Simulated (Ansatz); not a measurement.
`[SiH3][SiH]1BO1` + H₂O → `O[SiH]1BO1` + SiH₄ at 700 K and 1 bar (formal hydrolysis of the Si–Si bond).

Computed with Ansatz on PBE0-D4/def2-TZVP structures; ΔE is electronic, products minus reactants. CCSD(T)/CBS is the MP2 limit (def2-TZVPP, def2-QZVPP) plus CCSD(T) − MP2 in def2-TZVPP, frozen cores. This one scheme is used for every species. Each species was taken in one conformer, which may not be the lowest.

```csv
species,CCSD(T)/CBS energy (Eh),H − E (kJ/mol),S (J/(mol·K))
`[SiH3][SiH]1BO1`,-681.13719,203.1,438.6
H₂O,-76.37941,80.5,218.4
`O[SiH]1BO1`,-466.08929,160.1,377.7
SiH₄,-291.46306,115.5,252.9
```

H − E and S are ideal-gas, rigid-rotor, harmonic terms from PBE0-D4/def2-TZVP, for one conformer and one mirror image of each species. 1 Eh = 2625.50 kJ/mol, R = 8.31446 J/(mol·K).

By hand: ΔE, ΔH, ΔS and ΔG.

ΔE = (-466.08929) + (-291.46306) − (-681.13719) − (-76.37941) = -0.03575 Eh = -93.9 kJ/mol. Δ(H − E) = 160.1 + 115.5 − 203.1 − 80.5 = -8.0, so ΔH = -101.9 kJ/mol. ΔS = 377.7 + 252.9 − 438.6 − 218.4 = -26.4 J/(mol·K). ΔG = -101.9 − 700 × (-26.4)/1000 = -83.4 kJ/mol.

By hand: the equilibrium constant, and the temperature at which ΔG would vanish if ΔH and ΔS stayed fixed.

log₁₀ K = −ΔG/(RT ln 10) = 6.2. ΔG = 0 at ΔH/ΔS = 3860 K, far beyond where these terms or the molecules hold.

ΔH outweighs TΔS. A doubt of 5 kJ/mol in ΔE shifts log₁₀ K by 0.4 here. Other conformers and mirror images would add mixing entropy, several J/(mol·K) or more a flexible species. These are equilibria of isolated gas molecules and say nothing of rates. Largest T1 diagnostic: 0.017 (customary marks: 0.02 for closed shells, 0.045 for open ones).
